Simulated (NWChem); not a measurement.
## Ionisation of InO

```xyz
2

In     0.0000     0.0000     0.2729
O      0.0000     0.0000    -1.6713
```
Charge 0, spin multiplicity 2.

The numbers come from NWChem runs, not from measurements. Structure: optimised with UPBE/def2-SVP with def2 effective core potentials on In, a minimum by its harmonic frequencies.

Basis set: def2-TZVPD. −ε marks an orbital energy of the parent.

Effective core potentials replace the inner electrons of In; spin-orbit coupling is left out. The structure started from a generated list of species. The unpaired electrons of the parent sit in orbitals of symmetry a1 (C2v labels of the run); other states weren't searched. No SCF solution was tested for a lower state. Open-shell Hartree-Fock references start from PBE0 orbitals.

Problem. One of these methods gave a first vertical ionisation energy of 10.33 eV. Which?
A) −ε(beta HOMO) of PBE
B) −ε(beta HOMO) of HF
C) G0W0@CAM-B3LYP
D) G0W0@PBE0

Solution. B, −ε(beta HOMO) of HF. The others give 8.76 (G0W0@PBE0), 9.32 (G0W0@CAM-B3LYP), 5.85 (−ε(beta HOMO) of PBE).
